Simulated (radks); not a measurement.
The numbers below are computed, except where a source is named.
Q: Species: Ru2+. Configuration: [Kr] 4d4 5d2 (not the ground configuration). Code: a radial shooting solver on a logarithmic mesh with Libxc functionals. Model: Dirac Kohn-Sham, AM05, spin-unpolarised, spherical densities, point nucleus; open shells fill j = l - 1/2 first.

Spin-orbit splittings of the eigenvalues, e(l+1/2) - e(l-1/2), with zeta = 2 splitting/(2l+1) and mean radii in bohr:

shell  occ.  splitting (eV)  zeta (eV)  <r> j=l-1/2  <r> j=l+1/2
2p        6           130.7      87.11       0.1237       0.1285
3p        6           22.20      14.80       0.3959       0.4066
3d       10           4.333      1.733       0.3820       0.3855
4p        6           3.591      2.394        1.079        1.106
4d        4          0.4519     0.1808        1.380        1.391
5p        0               ?          ?        2.907        2.973
5d        2         0.05279    0.02112        4.112        4.130

Estimate the 5p splitting.

A: 0.4979 eV (zeta = 0.3319 eV).
